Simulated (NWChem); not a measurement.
Species: C₂BrCl₂F; SMILES C(/F)(=C(/Br)Cl)Cl

```xyz
6

F     -1.9305     0.7127     0.0000
C     -0.6442     0.9793     0.0000
Cl    -0.2839     2.6441     0.0000
C      0.2793     0.0040     0.0000
Cl     1.9558     0.3303     0.0000
Br    -0.2544    -1.7899     0.0000
```
Atoms are numbered in this order, from 1.

Structure relaxed at the PBE0/def2-SVP level.

Spin-orbit effects, on the heavy nuclei and on their neighbours, are missing.

### Question
Give the principal values of the shielding tensors (ppm) of F1, C2, Cl3, C4, Cl5 from Hartree-Fock/6-31G* (spherical d), GIAO (NWChem), with their diamagnetic and paramagnetic parts as GIAO splits them.

### Answer
```json
[
 {"atom": "F1", "σ11": "265.7", "σ22": "329.4", "σ33": "330.4", "isotropic": "308.5", "diamagnetic": "473.7", "paramagnetic": "-165.2"},
 {"atom": "C2", "σ11": "-49.8", "σ22": "88.0", "σ33": "110.3", "isotropic": "49.5", "diamagnetic": "252.9", "paramagnetic": "-203.4"},
 {"atom": "Cl3", "σ11": "633.5", "σ22": "676.1", "σ33": "1025.7", "isotropic": "778.4", "diamagnetic": "1144.7", "paramagnetic": "-366.3"},
 {"atom": "C4", "σ11": "15.3", "σ22": "120.6", "σ33": "123.3", "isotropic": "86.4", "diamagnetic": "261.6", "paramagnetic": "-175.2"},
 {"atom": "Cl5", "σ11": "623.7", "σ22": "707.2", "σ33": "1020.2", "isotropic": "783.7", "diamagnetic": "1144.8", "paramagnetic": "-361.1"}
]
```
